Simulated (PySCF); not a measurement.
**Rh: excitation energy**

Rh [Kr] 4d8 5s1 (4F) → Rh [Kr] 4d8 5p1 (high-spin determinant), as a difference of total energies. Calculation: PySCF 2.14, in aug-cc-pwCVTZ-PP with ECP28MDF (8s8p7d4f3g, 122 functions); scalar relativity through the core potential. Correlated levels: valence: 4s2 4p6 frozen; valence and next inner shell: nothing frozen outside the core potential. The calculations carry no spin-orbit coupling.

```json
{"method": "UHF", "excitation energy (cm⁻¹)": "24269"}
{"method": "LDA", "excitation energy (cm⁻¹)": "31093"}
{"method": "PBE", "excitation energy (cm⁻¹)": "29685"}
{"method": "PBE0", "excitation energy (cm⁻¹)": "28653"}
{"method": "r2SCAN", "excitation energy (cm⁻¹)": "29795"}
{"method": "wB97M-V", "excitation energy (cm⁻¹)": "27656"}
{"method": "M06", "excitation energy (cm⁻¹)": "28997"}
{"method": "B2PLYP", "excitation energy (cm⁻¹)": "28829"}
{"method": "MP2 (valence)", "excitation energy (cm⁻¹)": "28867"}
{"method": "SCS-MP2 (valence)", "excitation energy (cm⁻¹)": "27876"}
{"method": "MP2 (valence and next inner shell)", "excitation energy (cm⁻¹)": "30079"}
{"method": "SCS-MP2 (valence and next inner shell)", "excitation energy (cm⁻¹)": "28876"}
```

The determinant of the upper state mixes LS terms, which raises its energy above the lowest term, most at the Hartree-Fock and MP2 levels.
